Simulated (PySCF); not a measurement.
# Computed records: ClFH$_{3}$Si$_{2}$, ClF$_{2}$HSi, ClFH$_{2}$Si$_{2}$, AlFH$_{2}$NSi and others

Calculation on a computer-drawn molecule: the log of a Hartree-Fock and frozen-core CCSD(T) single point meant for a local Hartree-Fock minimum, with one planted fault or none, to be diagnosed. Offsets are logged minus clean, where the clean run is the same molecule without the fault. The reference is restricted for singlets and unrestricted otherwise, and also for a bond in bohr or an excited solution. Adding or removing an electron swaps singlet and doublet. The excited solution moves the top pair (singlet) or top alpha electron (doublet) to the lowest empty orbital. Highest occupied and lowest empty are orbital energies over both spins, largest force is the largest gradient component, triples share is (T) over the correlation energy, the T1 limit is 0.02 restricted and 0.045 unrestricted, electrons count all cores, a negative frequency is imaginary (commonest isotopes), and the dipole is about the centre of nuclear charge. Program: PySCF 2.14.0.

Common to all runs: meant basis cc-pV(D+d)Z; logged SCF converged yes; possible faults no fault, one electron removed, one electron added, multiplicity raised by two, geometry at a saddle point, SCF held on an excited solution, minimal basis STO-3G, one bond length entered in bohr, all coordinates scaled.

(1) ClFH$_{3}$Si$_{2}$

Logged structure:
```xyz
7
ClFH3Si2
F      0.3886     1.3285     0.8387
Si     1.0179     1.0728    -0.6329
Si     0.9858    -1.2545    -1.0076
Cl     1.9008    -1.6229    -2.8462
H      0.2019     1.8231    -1.6051
H      2.4054     1.5670    -0.6351
H     -0.3673    -1.8497    -1.0552
```

| Property | Result |
| --- | --- |
| meant charge | 0 |
| meant multiplicity | 2 |
| logged electrons | 57 |
| logged basis functions | 35 |
| logged spin squared | 0.7519 |
| logged highest occupied | -6.8767 eV |
| logged lowest empty | 4.7309 eV |
| logged largest force | 0.024219 hartree/bohr |
| logged T1 diagnostic | 0.009164 |
| logged D1 diagnostic | 0.035388 |
| logged triples share | 0.023932 |
| logged CC converged | yes |
| logged dipole magnitude | 2.2672 debye |
| logged SCF stable within its kind | yes |
| logged energy HF | -1125.60772 hartree |
| logged energy CCSD(T) | -1125.72269 hartree |
| planted fault | minimal basis STO-3G |
| HF energy offset from clean run | 8175 kcal/mol |
| CCSD(T) energy offset from clean run | 8452 kcal/mol |

Drawn bonds:
```tsv
atom	other atom	order
1	2	1
2	3	1
3	4	1
2	5	1
2	6	1
3	7	1
```

(2) ClF$_{2}$HSi

Logged structure:
```xyz
5
ClF2HSi
F     -2.7684     0.1377     0.9500
Si    -2.2899    -0.8533    -0.1970
F     -2.3274    -0.0432    -1.5640
Cl    -3.5895    -2.4003    -0.3136
H     -0.9369    -1.3031     0.0728
```

| Item | Value |
| --- | --- |
| meant charge | 0 |
| meant multiplicity | 1 |
| logged electrons | 51 |
| logged basis functions | 79 |
| logged spin squared | 0.7564 |
| logged highest occupied | 3.3899 eV |
| logged lowest empty | 10.474 eV |
| logged largest force | 0.086081 hartree/bohr |
| logged T1 diagnostic | 0.047609 |
| logged D1 diagnostic | 0.3408 |
| logged triples share | 0.017671 |
| logged CC converged | yes |
| logged dipole magnitude | 1.567 debye |
| logged SCF stable within its kind | yes |
| logged energy HF | -947.94142 hartree |
| logged energy CCSD(T) | -948.59012 hartree |
| planted fault | one electron added |
| HF energy offset from clean run | 92 kcal/mol |
| CCSD(T) energy offset from clean run | 85.58 kcal/mol |

Drawn bonds:
```tsv
atom	other atom	order
1	2	1
2	3	1
2	4	1
2	5	1
```

Notes: T1 above single-reference limit; highest electron not bound in this basis.

(3) ClFH$_{2}$Si$_{2}$

Logged structure:
```xyz
6
ClFH2Si2
F     -2.0286    -0.4843     0.6380
Si    -1.3949    -0.1281    -0.8033
Si    -1.1820     2.2294    -1.1464
Cl     0.5856    -0.7571    -0.7651
H     -2.1101    -0.9676    -1.7758
H     -0.9859     1.9948    -2.6299
```

| Quantity | Value |
| --- | --- |
| meant charge | 0 |
| meant multiplicity | 1 |
| logged electrons | 57 |
| logged basis functions | 93 |
| logged spin squared | 0.7672 |
| logged highest occupied | -2.0016 eV |
| logged lowest empty | 6.8603 eV |
| logged largest force | 0.051621 hartree/bohr |
| logged T1 diagnostic | 0.013907 |
| logged D1 diagnostic | 0.044931 |
| logged triples share | 0.022838 |
| logged CC converged | yes |
| logged dipole magnitude | 5.372 debye |
| logged SCF stable within its kind | yes |
| logged energy HF | -1138.07586 hartree |
| logged energy CCSD(T) | -1138.63712 hartree |
| planted fault | one electron added |
| HF energy offset from clean run | -27.59 kcal/mol |
| CCSD(T) energy offset from clean run | -32.14 kcal/mol |

Drawn bonds:
```tsv
atom	other atom	order
1	2	1
2	3	1
2	4	1
2	5	1
3	6	1
```

(4) ClFH$_{2}$Si$_{2}$

Structure as in entry 3.

| Property | Result |
| --- | --- |
| meant charge | 0 |
| meant multiplicity | 1 |
| logged electrons | 56 |
| logged basis functions | 93 |
| logged spin squared | 0 |
| logged highest occupied | -9.3165 eV |
| logged lowest empty | -0.44056 eV |
| logged largest force | 2.738e-05 hartree/bohr |
| logged lowest frequency | 89.329 cm⁻¹ |
| logged T1 diagnostic | 0.013357 |
| logged D1 diagnostic | 0.032315 |
| logged triples share | 0.022604 |
| logged CC converged | yes |
| logged dipole magnitude | 2.4382 debye |
| logged SCF stable within its kind | yes |
| logged energy HF | -1138.0319 hartree |
| logged energy CCSD(T) | -1138.58591 hartree |
| planted fault | no fault |
| HF energy offset from clean run | 0 kcal/mol |
| CCSD(T) energy offset from clean run | 0 kcal/mol |

Drawn bonds:
```tsv
atom	other atom	order
1	2	1
2	3	1
2	4	1
2	5	1
3	6	1
```

(5) AlFH$_{2}$NSi

Logged structure:
```xyz
6
AlFH2NSi
F     -1.2519     1.0845    -1.1289
Si    -0.9802    -0.0094    -0.0353
N      0.0463     0.1978     1.1393
Al     1.1639     0.5688     2.3194
H     -1.8014    -1.1763    -0.2931
H      2.1900     0.8828     3.4211
```

| Item | Value |
| --- | --- |
| meant charge | 1 |
| meant multiplicity | 1 |
| logged electrons | 44 |
| logged basis functions | 84 |
| logged spin squared | 0 |
| logged highest occupied | -16.567 eV |
| logged lowest empty | -3.656 eV |
| logged largest force | 1.042e-05 hartree/bohr |
| logged lowest frequency | 90.512 cm⁻¹ |
| logged T1 diagnostic | 0.016866 |
| logged D1 diagnostic | 0.045432 |
| logged triples share | 0.026054 |
| logged CC converged | yes |
| logged dipole magnitude | 5.6338 debye |
| logged SCF stable within its kind | yes |
| logged energy HF | -685.73635 hartree |
| logged energy CCSD(T) | -686.24782 hartree |
| planted fault | no fault |
| HF energy offset from clean run | 0 kcal/mol |
| CCSD(T) energy offset from clean run | 0 kcal/mol |

Drawn bonds:
```tsv
atom	other atom	order
1	2	1
2	3	2
3	4	1
2	5	1
4	6	1
```

(6) AlFH$_{2}$NSi

Logged structure:
```xyz
6
AlFH2NSi
F     -1.2436     1.8150    -1.3549
Si    -0.1257     1.0724    -0.4915
N      0.0969    -0.4533    -0.3983
Al     0.2764    -2.2033    -0.4793
H      0.6093     2.1479     0.1640
H     -0.4758    -3.1052     0.6038
```

| Quantity | Value |
| --- | --- |
| meant charge | 0 |
| meant multiplicity | 2 |
| logged electrons | 45 |
| logged basis functions | 84 |
| logged spin squared | 0.8741 |
| logged highest occupied | -4.8598 eV |
| logged lowest empty | -0.87375 eV |
| logged largest force | 0.022679 hartree/bohr |
| logged dipole magnitude | 2.5001 debye |
| logged SCF stable within its kind | no |
| logged energy HF | -685.85123 hartree |
| planted fault | SCF held on an excited solution |
| HF energy offset from clean run | 61.48 kcal/mol |

Drawn bonds:
```tsv
atom	other atom	order
1	2	1
2	3	2
3	4	1
2	5	1
4	6	1
```

Notes: coupled-cluster numbers left out as unreliable.

(7) F$_{2}$HSi

Logged structure:
```xyz
4
F2HSi
F     -1.3281    -0.8099     0.0000
Si     0.0000     0.0889     0.0000
F      1.3281    -0.8099     0.0000
H      0.0000     1.5309     0.0000
```

| Quantity | Value |
| --- | --- |
| meant charge | 0 |
| meant multiplicity | 2 |
| logged electrons | 33 |
| logged basis functions | 56 |
| logged spin squared | 0.7805 |
| logged highest occupied | -7.3311 eV |
| logged lowest empty | 1.4607 eV |
| logged largest force | 2.406e-05 hartree/bohr |
| logged lowest frequency | -2656.6 cm⁻¹ |
| logged T1 diagnostic | 0.016497 |
| logged D1 diagnostic | 0.050044 |
| logged triples share | 0.017629 |
| logged CC converged | yes |
| logged dipole magnitude | 2.0544 debye |
| logged SCF stable within its kind | yes |
| logged energy HF | -488.41021 hartree |
| logged energy CCSD(T) | -488.8918 hartree |
| planted fault | geometry at a saddle point |
| HF energy offset from clean run | 40.36 kcal/mol |
| CCSD(T) energy offset from clean run | 35.23 kcal/mol |

Drawn bonds:
```tsv
atom	other atom	order
1	2	1
2	3	1
2	4	1
```

(8) FH$_{4}$OSi$_{2}$

Logged structure:
```xyz
8
FH4OSi2
F      0.0661     0.2995     2.0239
Si     1.3191    -0.5102     1.3977
O      1.4774    -0.0683    -0.1577
Si     0.9084     0.6286    -1.5438
H      2.5222    -0.1072     2.1580
H     -0.4657     0.1588    -1.8118
H      1.7965     0.2304    -2.6516
H      0.9118     2.0974    -1.3997
```

| Item | Value |
| --- | --- |
| meant charge | 0 |
| meant multiplicity | 2 |
| logged electrons | 49 |
| logged basis functions | 94 |
| logged spin squared | 0.7539 |
| logged highest occupied | -9.6081 eV |
| logged lowest empty | 1.6405 eV |
| logged largest force | 1.367e-06 hartree/bohr |
| logged lowest frequency | 37.464 cm⁻¹ |
| logged T1 diagnostic | 0.01422 |
| logged D1 diagnostic | 0.056385 |
| logged triples share | 0.019531 |
| logged CC converged | yes |
| logged dipole magnitude | 1.3311 debye |
| logged SCF stable within its kind | yes |
| logged energy HF | -754.6143 hartree |
| logged energy CCSD(T) | -755.20859 hartree |
| planted fault | withheld |

Drawn bonds:
```tsv
atom	other atom	order
1	2	1
2	3	1
3	4	1
2	5	1
4	6	1
4	7	1
4	8	1
```

Questions
1. Which fault was planted in the run of FH$_{4}$OSi$_{2}$ (entry 8)?

Answers
1. no fault

Further results for FH$_{4}$OSi$_{2}$ (entry 8):

| Quantity | Value |
| --- | --- |
| HF energy offset from clean run | 0 kcal/mol |
| CCSD(T) energy offset from clean run | 0 kcal/mol |
